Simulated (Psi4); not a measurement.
CCl$_{3}$ (SMILES Cl[C-](Cl)Cl), charge -1, singlet (typed; the unrestricted solution is spin-contaminated), geometry from GFN2-xTB (a gas-phase anion, which may not be bound at this level), with bond 3-1 at 2.2 times its length; HF/6-31G** run with Psi4.

Input for Psi4:
```
memory 2 GB

molecule mol {
-1 1
C    -0.011093   -0.010052    0.658198
Cl    0.000761    1.668324   -0.051984
Cl    3.193032   -1.818973   -0.934655
Cl   -1.442173   -0.832488   -0.114495
}

set {
  basis 6-31g**
  reference uhf
  stability_analysis follow
  scf_type pk
}

energy('scf')
print_variables()
```

What the program printed (banner, timings and long lists left out):

```
   => Loading Basis Set <=

    Name: 6-31G**
    Role: ORBITAL
    Keyword: BASIS

         ---------------------------------------------------------
                                   SCF
               by Justin Turney, Rob Parrish, Andy Simmonett
                          and Daniel G. A. Smith
                              UHF Reference
         ---------------------------------------------------------

  ==> Geometry <==

    Molecular point group: c1
    Full point group: C1

    Geometry (in Angstrom), charge = -1, multiplicity = 1:

       Center              X                  Y                   Z               Mass
    ------------   -----------------  -----------------  -----------------  -----------------
         C           -0.533895371025     0.285053745100     0.920005525093    12.000000000000
         CL          -0.522041371025     1.963429745100     0.209823525093    34.968852682000
         CL           2.670229628975    -1.523867254900    -0.672847474907    34.968852682000
         CL          -1.964975371025    -0.537382254900     0.147312525093    34.968852682000

  Running in c1 symmetry.

  Rotational constants: A =      0.10941  B =      0.03326  C =      0.02616 [cm^-1]
  Rotational constants: A =   3280.11740  B =    997.09395  C =    784.23897 [MHz]
  Nuclear repulsion =  189.248097913836546

  Charge       = -1
  Multiplicity = 1
  Electrons    = 58
  Nalpha       = 29
  Nbeta        = 29

  ==> Algorithm <==

  SCF Algorithm Type is PK.
  DIIS enabled.
  MOM disabled.
  Fractional occupation disabled.
  Guess Type is SAD.
  Energy threshold   = 1.00e-06
  Density threshold  = 1.00e-06
  Integral threshold = 1.00e-12

  ==> Primary Basis <==

  Basis Set: 6-31G**
    Blend: 6-31G**
    Number of shells: 30
    Number of basis functions: 72
    Number of Cartesian functions: 72
    Spherical Harmonics?: false
    Max angular momentum: 2

  ==> Integral Setup <==

  Using in-core PK algorithm.
   Calculation information:
      Number of atoms:                   4
      Number of AO shells:              30
      Number of primitives:             96
      Number of atomic orbitals:        72
      Number of basis functions:        72

      Integral cutoff                 1.00e-12
      Number of threads:                 1

  Performing in-core PK
  Using 6909012 doubles for integral storage.
  We computed 72687 shell quartets total.
  Whereas there are 108345 unique shell quartets.

  ==> DiskJK: Disk-Based J/K Matrices <==

    J tasked:                  Yes
    K tasked:                  Yes
    wK tasked:                  No
    Schwarz Cutoff:          1E-12

  Minimum eigenvalue in the overlap matrix is 1.9486195062E-02.
  Reciprocal condition number of the overlap matrix is 3.9814148238E-03.
    Using symmetric orthogonalization.

  ==> Pre-Iterations <==

  SCF Guess: Superposition of Atomic Densities via on-the-fly atomic UHF (no occupation information).

   -------------------------
    Irrep   Nso     Nmo
   -------------------------
     A         72      72
   -------------------------
    Total      72      72
   -------------------------

  ==> Iterations <==

                        Total Energy        Delta E     RMS |[F,P]|

   @UHF iter SAD: -1415.13016204768678   -1.41513e+03   0.00000e+00
   @UHF iter   1: -1416.13592904209872   -1.00577e+00   5.35341e-03 ADIIS/DIIS
   @UHF iter   2: -1416.21033042494582   -7.44014e-02   2.70555e-03 ADIIS/DIIS
   @UHF iter   3: -1416.23143403057179   -2.11036e-02   5.82938e-04 ADIIS/DIIS
   @UHF iter   4: -1416.23294647928469   -1.51245e-03   1.99680e-04 ADIIS/DIIS
   @UHF iter   5: -1416.23339261908336   -4.46140e-04   8.08598e-05 DIIS
   @UHF iter   6: -1416.23351207794985   -1.19459e-04   2.80822e-05 DIIS
   @UHF iter   7: -1416.23352761230922   -1.55344e-05   1.02317e-05 DIIS
   @UHF iter   8: -1416.23352987167391   -2.25936e-06   5.64393e-06 DIIS
   @UHF iter   9: -1416.23353073366616   -8.61992e-07   1.94789e-06 DIIS
   @UHF iter  10: -1416.23353083148822   -9.78221e-08   6.19043e-07 DIIS
  Energy and wave function converged.

    Negative totally symmetric eigenvalue detected: -0.052096
    Wavefunction unstable!
    Lowest UHF->UHF stability eigenvalues:
       A -0.052096

    Rotating orbitals by 0.5 * pi / 2 radians along unstable eigenvector.
    Running SCF again with the rotated orbitals.
   @UHF iter  11: -1416.04180471486711   -1.41604e+03   3.88282e-03 ADIIS/DIIS
   @UHF iter  12: -1416.16548677348169   -1.23682e-01   1.92720e-03 ADIIS/DIIS
   @UHF iter  13: -1416.20814596464129   -4.26592e-02   1.14672e-03 ADIIS/DIIS
   @UHF iter  14: -1416.23174147488407   -2.35955e-02   6.12932e-04 ADIIS/DIIS
   @UHF iter  15: -1416.23855387862250   -6.81240e-03   3.03497e-04 ADIIS/DIIS
   @UHF iter  16: -1416.24019386302689   -1.63998e-03   1.65161e-04 ADIIS/DIIS
   @UHF iter  17: -1416.24087529657504   -6.81434e-04   5.90002e-05 DIIS
   @UHF iter  18: -1416.24093978456222   -6.44880e-05   1.69864e-05 DIIS
   @UHF iter  19: -1416.24094594323833   -6.15868e-06   6.67314e-06 DIIS
   @UHF iter  20: -1416.24094689016283   -9.46925e-07   3.69663e-06 DIIS
   @UHF iter  21: -1416.24094722398672   -3.33824e-07   2.26917e-06 DIIS
   @UHF iter  22: -1416.24094739823590   -1.74249e-07   9.90840e-07 DIIS
    Wavefunction stable under totally symmetric rotations.
    Lowest totally symmetric eigenvalue: 0.085436
    Lowest UHF->UHF stability eigenvalues:
       A 0.085436

    Stability analysis over.

  ==> Post-Iterations <==

   @Spin Contamination Metric:   4.927694443E-01
   @S^2 Expected:                0.000000000E+00
   @S^2 Observed:                4.927694443E-01
   @S   Expected:                0.000000000E+00
   @S   Observed:                0.000000000E+00

    Orbital Energies [Eh]
    ---------------------

    Alpha Occupied:

       1A   -104.749794     2A   -104.749792     3A   -104.477628
       4A    -11.326175     5A    -10.483640     6A    -10.483622
       7A    -10.205707     8A     -7.953548     9A     -7.953543
      10A     -7.949574    11A     -7.949569    12A     -7.948228
      13A     -7.948223    14A     -7.673905    15A     -7.673675
      16A     -7.673675    17A     -1.078645    18A     -0.997350
      19A     -0.714107    20A     -0.700171    21A     -0.477621
      22A     -0.461802    23A     -0.416390    24A     -0.368172
      25A     -0.350934    26A     -0.326560    27A     -0.134402
      28A     -0.133623    29A     -0.133618

    Alpha Virtual:

      30A      0.158606    31A      0.242920    32A      0.291116
      33A      0.585849    34A      0.665186    35A      0.698241
      36A      0.711271    37A      0.711565    38A      0.727040
      39A      0.761807    40A      0.788410    41A      0.804136
      42A      0.846426    43A      0.897853    44A      0.926168
      45A      0.929441    46A      0.959720    47A      0.980473
      48A      1.127985    49A      1.164509    50A      1.213967
      51A      1.223254    52A      1.230736    53A      1.237648
      54A      1.277672    55A      1.305602    56A      1.331496
      57A      1.404864    58A      1.436149    59A      1.492960
      60A      1.492981    61A      1.493207    62A      1.493689
      63A      1.493690    64A      2.083008    65A      2.098558
      66A      2.137179    67A      2.373709    68A      2.516677
      69A      4.358465    70A      4.788528    71A      4.789079
      72A      4.995873

    Beta Occupied:

       1A   -104.749834     2A   -104.749832     3A   -104.477527
       4A    -11.324951     5A    -10.483674     6A    -10.483655
       7A    -10.205600     8A     -7.953561     9A     -7.953557
      10A     -7.949687    11A     -7.949682    12A     -7.948322
      13A     -7.948317    14A     -7.673616    15A     -7.673611
      16A     -7.673528    17A     -1.079474    18A     -0.997595
      19A     -0.713281    20A     -0.702148    21A     -0.477216
      22A     -0.463521    23A     -0.416066    24A     -0.370070
      25A     -0.350752    26A     -0.324219    27A     -0.133563
      28A     -0.133446    29A     -0.132931

    Beta Virtual:

      30A      0.164033    31A      0.243674    32A      0.293221
      33A      0.585898    34A      0.665830    35A      0.701191
      36A      0.709477    37A      0.710872    38A      0.728135
      39A      0.762004    40A      0.802108    41A      0.804030
      42A      0.831871    43A      0.878072    44A      0.926362
      45A      0.927192    46A      0.960003    47A      0.995430
      48A      1.132518    49A      1.163733    50A      1.214098
      51A      1.222563    52A      1.230262    53A      1.237676
      54A      1.278305    55A      1.305438    56A      1.331862
      57A      1.405605    58A      1.435829    59A      1.493586
      60A      1.493606    61A      1.493832    62A      1.493837
      63A      1.494093    64A      2.083071    65A      2.095715
      66A      2.141827    67A      2.371293    68A      2.519988
      69A      4.359583    70A      4.788637    71A      4.789019
      72A      4.996067

    Final Occupation by Irrep:
              A
    DOCC [    29 ]
    SOCC [     0 ]
    NA   [    29 ]
    NB   [    29 ]

  @UHF Final Energy: -1416.24094739823590

   => Energetics <=

    Nuclear Repulsion Energy =            189.2480979138365456
    One-Electron Energy =               -2343.9911501332517219
    Two-Electron Energy =                 738.5021048211796142
    Total Energy =                      -1416.2409473982356758

  UHF NO Occupations:
  HONO-2 :   27  A 1.9989310
  HONO-1 :   28  A 1.9982202
  HONO-0 :   29  A 1.7177329
  LUNO+0 :   30  A 0.2822671
  LUNO+1 :   31  A 0.0017798
  LUNO+2 :   32  A 0.0010690
  LUNO+3 :   33  A 0.0009061

Computation Completed

Properties will be evaluated at   0.000000,   0.000000,   0.000000 [a0]

Properties computed using the SCF density matrix

 Multipole Moments:

 ------------------------------------------------------------------------------------
     Multipole            Electronic (a.u.)      Nuclear  (a.u.)        Total (a.u.)
 ------------------------------------------------------------------------------------

 L = 1.  Multiply by 2.5417464519 to convert [e a0] to [Debye]
 Dipole X            :         -4.5430296           -0.1677191           -4.7107487
 Dipole Y            :          2.5965543            0.0895475            2.6861018
 Dipole Z            :          0.9886192            0.2890127            1.2776319
 Magnitude           :                                                    5.5712332

 ------------------------------------------------------------------------------------

  Variable Map:
  ----------------------------------------------------------------------------
  "CURRENT ENERGY"           =>   -1416.240947398236
  "CURRENT REFERENCE ENERGY" =>   -1416.240947398236
  "DD SOLVATION ENERGY"      =>       0.000000000000
  "HF KINETIC ENERGY"        =>    1415.428530462937
  "HF POTENTIAL ENERGY"      =>   -2831.669477861173
  "HF TOTAL ENERGY"          =>   -1416.240947398236
  "HF VIRIAL RATIO"          =>       2.000573972417
  "NUCLEAR REPULSION ENERGY" =>     189.248097913837
  "ONE-ELECTRON ENERGY"      =>   -2343.991150133252
  "PCM POLARIZATION ENERGY"  =>       0.000000000000
  "PE ENERGY"                =>       0.000000000000
  "SCF ITERATION ENERGY"     =>   -1416.240947398236
  "SCF ITERATIONS"           =>      22.000000000000
  "SCF TOTAL ENERGY"         =>   -1416.240947398236
  "TWO-ELECTRON ENERGY"      =>     738.502104821180

  Array Variable Map:
  ----------------------------------------------------------------------------
  "CURRENT DIPOLE"           =>      -4.710748734833 ... 1.277631865573 1 by 3
  "SCF DIPOLE"               =>      -4.710748734833 ... 1.277631865573 1 by 3
  "SCF STABILITY EIGENVALUES" =>       0.085435995986 ... 0.085435995986 1 by 1
  "SCF TOTAL ENERGIES"       =>   -1415.130162047687 ... -1416.240947398236 1 by 23
```
